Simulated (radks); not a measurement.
Values are calculated unless marked as measured or tabulated.
Initial-state core-level shifts of the bismuth ion Bi+ when its valence configuration changes from [Hg] 6p2. Level of theory: Dirac Kohn-Sham, PBEsol, spin-unpolarised, spherical densities, finite nucleus; open shells are shared between the two j in proportion to 2j + 1; Fermi nuclear charge, rms radius 5.5211 fm (a radial shooting solver on a logarithmic mesh with Libxc functionals). Shifts are changes of the shell-averaged eigenvalues in eV (positive: less bound); the change of the density at the nucleus, which sets a Mossbauer isomer shift, is in e/bohr^3, on a base of 2.965e+06.

| valence | 3d | 4p | 5s | 5p | density at nucleus |
|---|---|---|---|---|---|
| [Xe] 4f14 5d8 6s2 6p4 | -13.201 | -12.866 | -11.796 | -11.098 | +210.3 |
| [Xe] 4f14 5d10 6s1 6p3 | -1.769 | -1.775 | -1.756 | -1.740 | -317.1 |
| [Xe] 4f14 5d9 6s1 6p4 | -8.253 | -8.104 | -7.584 | -7.227 | -244.2 |
| [Xe] 4f14 5d9 6s2 6p3 | -6.562 | -6.411 | -5.920 | -5.585 | +102.6 |
| [Xe] 4f14 5d10 6p4 | -3.470 | -3.481 | -3.442 | -3.408 | -652.7 |
| [Xe] 4f14 5d10 6s1.5 6p2.5 | -0.894 | -0.897 | -0.887 | -0.880 | -156.2 |
| [Xe] 4f13 5d10 6s2 6p3 | -25.036 | -21.089 | -10.728 | -9.188 | +357.5 |
